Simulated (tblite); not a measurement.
C4H5ClOSi.
SMILES with atom numbers: `[Cl:1]/[CH:2]=[C:3]1\[CH:4]=[CH:5][O:6][SiH2:7]1` (hydrogens: H8 on C2; H9 on C4; H10 on C5; H11, H12 on Si7)

Computed with GFN2-xTB (tblite), gas phase: L-BFGS steps from a force-field or distance-geometry start until the largest atomic force falls under 0.01 eV/Å.

Step 12: E = -584.0388 eV
```
atom  x, y, z in Å  |  force x, y, z in eV/Å
Cl1     3.1571   -0.7405    0.0270   -0.083   0.068   0.017
C2      1.8511    0.3447    0.3558    0.049  -0.033   0.003
C3      0.5742    0.0764    0.0972    0.017   0.054  -0.006
C4      0.0126   -1.1232   -0.4965    0.033   0.029   0.053
C5     -1.3159   -1.0668   -0.6164    0.026   0.022  -0.011
O6     -1.9587    0.0580   -0.1972   -0.030  -0.095  -0.038
Si7    -0.9229    1.1919    0.4170    0.011  -0.025  -0.006
H8      2.1615    1.2787    0.8022    0.058  -0.122  -0.047
H9      0.6120   -1.9655   -0.7971   -0.046   0.061   0.017
H10    -1.9664   -1.8248   -1.0220    0.010   0.007   0.005
H11    -0.9755    2.3802   -0.4228   -0.022   0.017  -0.001
H12    -1.2278    1.3903    1.8268   -0.024   0.017   0.014
```

Step 13: E = -584.0404 eV
```
atom  x, y, z in Å  |  force x, y, z in eV/Å
Cl1     3.1563   -0.7480    0.0238   -0.101   0.076   0.016
C2      1.8549    0.3439    0.3550    0.059  -0.049   0.006
C3      0.5761    0.0800    0.0998    0.034   0.017  -0.027
C4      0.0147   -1.1201   -0.4946    0.013   0.005   0.041
C5     -1.3141   -1.0670   -0.6163    0.019   0.037  -0.007
O6     -1.9573    0.0570   -0.1973   -0.028  -0.078  -0.030
Si7    -0.9221    1.1924    0.4173   -0.039  -0.024  -0.004
H8      2.1744    1.2743    0.8018    0.039  -0.108  -0.046
H9      0.6142   -1.9618   -0.7953   -0.033   0.057   0.018
H10    -1.9680   -1.8235   -1.0222    0.055   0.016   0.014
H11    -0.9882    2.3795   -0.4212   -0.004   0.036  -0.020
H12    -1.2396    1.3925    1.8231   -0.012   0.014   0.038
```

Step 14: E = -584.0418 eV
```
atom  x, y, z in Å  |  force x, y, z in eV/Å
Cl1     3.1540   -0.7533    0.0213   -0.075   0.042   0.004
C2      1.8588    0.3423    0.3543    0.032  -0.046   0.007
C3      0.5782    0.0838    0.1016    0.025  -0.009  -0.034
C4      0.0166   -1.1168   -0.4920   -0.007  -0.010   0.020
C5     -1.3121   -1.0669   -0.6164    0.011   0.036  -0.001
O6     -1.9568    0.0550   -0.1979   -0.024  -0.030  -0.010
Si7    -0.9223    1.1923    0.4174   -0.077  -0.009  -0.001
H8      2.1870    1.2686    0.8007    0.024  -0.062  -0.029
H9      0.6156   -1.9576   -0.7933   -0.006   0.032   0.012
H10    -1.9683   -1.8222   -1.0221    0.088   0.011   0.015
H11    -0.9995    2.3794   -0.4199    0.009   0.038  -0.027
H12    -1.2501    1.3947    1.8204    0.000   0.007   0.044
```

Step 15: E = -584.0426 eV
```
atom  x, y, z in Å  |  force x, y, z in eV/Å
Cl1     3.1515   -0.7553    0.0201   -0.028  -0.010  -0.012
C2      1.8613    0.3406    0.3541   -0.009  -0.028   0.007
C3      0.5796    0.0859    0.1019   -0.005  -0.007  -0.024
C4      0.0176   -1.1149   -0.4900   -0.011  -0.009   0.004
C5     -1.3107   -1.0664   -0.6167    0.005   0.025   0.004
O6     -1.9573    0.0533   -0.1985   -0.021   0.012   0.006
Si7    -0.9238    1.1919    0.4173   -0.075   0.009   0.002
H8      2.1945    1.2642    0.7995    0.017  -0.017  -0.011
H9      0.6160   -1.9546   -0.7921    0.016   0.005   0.005
H10    -1.9669   -1.8214   -1.0219    0.090  -0.006   0.007
H11    -1.0051    2.3799   -0.4196    0.014   0.025  -0.022
H12    -1.2556    1.3961    1.8198    0.006   0.001   0.034
```

Q: Estimate the geometry and energy of step 16. (The exact step hangs on the optimiser's Hessian estimate; all steps are aligned on step 15, rigid shifts and turns removed.)

A: E = -584.0430 eV, largest force 0.077 eV/Å
```
atom  x, y, z in Å  |  force x, y, z in eV/Å
Cl1     3.1497   -0.7559    0.0195    0.004  -0.046  -0.023
C2      1.8621    0.3393    0.3542   -0.036  -0.008   0.006
C3      0.5800    0.0870    0.1016   -0.029   0.008  -0.007
C4      0.0179   -1.1142   -0.4889   -0.005   0.000  -0.004
C5     -1.3100   -1.0657   -0.6168    0.003   0.012   0.006
O6     -1.9583    0.0525   -0.1988   -0.019   0.029   0.012
Si7    -0.9260    1.1918    0.4172   -0.049   0.022   0.004
H8      2.1983    1.2616    0.7986    0.011   0.007   0.000
H9      0.6164   -1.9531   -0.7914    0.025  -0.009   0.002
H10    -1.9644   -1.8214   -1.0217    0.073  -0.023  -0.003
H11    -1.0070    2.3807   -0.4199    0.014   0.010  -0.014
H12    -1.2575    1.3967    1.8203    0.009  -0.003   0.021
```

The energy changes by -0.0005 eV. The first-order estimate −F·Δx gives -0.0006 eV and the mean of the old and new forces, exact on a quadratic surface, -0.0005 eV. The step makes an angle of 54° with the force vector and moves no atom by more than 0.005 Å.

The cost below is that of the whole relaxation. Hardware: one thread of an Arm Neoverse N1, no GPU, shared host. Cost: 0.32 s of wall time.
